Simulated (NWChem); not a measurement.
System: GeHClF2; SMILES [F][GeH]([F])[Cl]

```xyz
5

Ge     0.2739     0.3713     0.0000
F     -0.5066     1.0640    -1.3657
F     -0.5066     1.0640     1.3657
Cl    -0.1273    -1.7110     0.0000
H      1.7551     0.7181     0.0000
```
Atoms are numbered in this order, from 1.

Computed with NWChem. Structure relaxed at the PBE0/def2-SVP level. Vzz is the largest principal value of the second derivative of the potential at the nucleus (NWChem prints the opposite sign); η is the asymmetry. Non-relativistic.

### Question
Order these runs by computing time, cheapest first, and give rough ratios: PBE/def2-SVP; PBE/def2-TZVP; CAM-B3LYP/def2-TZVP.

### Answer
PBE/def2-SVP (1), PBE/def2-TZVP (6), CAM-B3LYP/def2-TZVP (20). Ratios are rough, from one shared machine; the cheapest took about 9 core-seconds (a rough figure). What differs between the cheapest and the dearest: Vzz Ge1 (a.u.) -1.099 → -1.402; η Ge1 0.28 → 0.11; Vzz Cl4 (a.u.) 2.371 → 2.637.
